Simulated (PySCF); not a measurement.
Species: C₄H₅ClSi.
Cartesian coordinates in Å at the PBE0-D3(BJ)/def2-SVP level; atoms count from 1:
```xyz
11
C4H5ClSi angstrom
Cl     1.2863   -0.0099   -0.1093
C     -0.4329   -0.1384   -0.2557
C     -1.1115   -1.3021   -0.2654
Si    -2.9126   -0.8342   -0.4515
C     -2.5301    1.0026   -0.4980
C     -1.1949    1.1285   -0.3793
H     -0.6171   -2.2702   -0.1833
H     -3.7663   -1.2363    0.7072
H     -3.5413   -1.3507   -1.7049
H     -3.1898    1.8674   -0.5913
H     -0.6495    2.0772   -0.3667
```

Method: PBE0-D3(BJ)/def2-SVP geometry optimisation, gas phase (PySCF).

Masses are those of the commonest isotopes; rigid-rotor values at the optimised geometry. 

**Question.** What are A, B and C (cm⁻¹)?

**Answer.** Ia = 81.91, Ib = 345.05, Ic = 421.03 u·Å²; 505379 MHz·u·Å²/I gives 6170, 1465 and 1200 MHz, that is A = 0.20580, B = 0.04886, C = 0.04004 cm⁻¹.

**Question.** What kind of rotor is it?

**Answer.** An asymmetric top: κ = (2 × 1465 − 6170 − 1200)/(6170 − 1200) = -0.89.

**Question.** Is it planar, by Δ = Ic − Ia − Ib?

**Answer.** Not planar: Δ = Ic − Ia − Ib = -5.93 u·Å². For a rigid frame Δ = −2 Σ m c², so Σ m c² = 2.96 u·Å² lies off the ab plane, practically all of it from hydrogen. The atom farthest from that plane is 1.21 Å away.

**Question.** Give the other two planar moments, Paa and Pbb, and the rms extents of the mass along the axes.

**Answer.** Paa = Σ m a² = (Ib + Ic − Ia)/2 = 342.08 and Pbb = Σ m b² = (Ia + Ic − Ib)/2 = 78.95 u·Å². With the mass M = 115.98 u, the rms extents √(P/M) along a, b and c are 1.72, 0.83, 0.16 Å.

**Question.** Predict some low-J microwave lines.

**Answer.** The dipole components are |μa| = 1.04 D, |μb| = 0.39 D, |μc| = 0.00 D; the mirror of this Cs structure is the ab plane, so μc vanishes by symmetry and there are no c-type lines. The squared components, which scale the intensities, stand as 1.00 : 0.14 (a : b). Some of the stronger lines:

```tsv
type	branch	J(Ka,Kc)	MHz	lower level (cm⁻¹)
a	Q	2(1,1) ← 2(1,2)	793	0.415
a	Q	3(1,2) ← 3(1,3)	1586	0.668
a	R	2(1,1) ← 1(1,0)	5594	0.255
b	Q	4(1,3) ← 4(0,4)	6291	0.884
a	R	3(2,1) ← 2(2,0)	8038	0.912
a	R	4(0,4) ← 3(0,3)	10553	0.532
b	R	3(1,3) ← 2(0,2)	12044	0.266
b	Q	5(2,3) ← 5(1,4)	12949	1.558
a	R	5(4,2) ← 4(4,1)	13349	3.471
a	R	5(3,2) ← 4(3,1)	13365	2.342
a	R	5(1,4) ← 4(1,3)	13935	1.093
b	Q	2(2,0) ← 2(1,1)	14126	0.441
b	R	2(2,1) ← 1(1,0)	19710	0.255
b	R	3(2,2) ← 2(1,1)	22111	0.441
b	R	3(2,1) ← 2(1,2)	22958	0.415
b	Q	4(3,2) ← 4(2,3)	24223	1.534
b	R	5(2,3) ← 4(1,4)	29526	1.005
b	R	3(3,0) ← 2(2,1)	32189	0.912
b	R	5(3,2) ← 4(2,3)	37590	1.534
b	Q	5(5,0) ← 5(4,1)	43514	3.916
b	R	4(4,1) ← 3(3,0)	44523	1.986
b	R	5(4,2) ← 4(3,1)	47190	2.342
b	R	5(4,1) ← 4(3,2)	47192	2.342
```

**Question.** Estimate the classical rotational partition function at 10 K, 50 K and 298.15 K.

**Answer.** Point group Cs, symmetry number σ = 1; q = (√π/σ)·√((kT/h)³/(ABC)), k/h = 20836.6 MHz/K: 1620 at 10 K, 18100 at 50 K, 264000 at 298.15 K.

Whether it is a minimum is left open (no frequencies). Constants of a rigid frame at the computed geometry: no zero-point averaging, no centrifugal distortion. Quadrupole hyperfine structure (35Cl) is left out.

Hardware: Arm Neoverse V1, one thread, shared host with 32 logical CPUs at a one-minute load of 31. Cost: 28 s wall, 0.51 GiB resident at most. These figures are those of the optimisation.
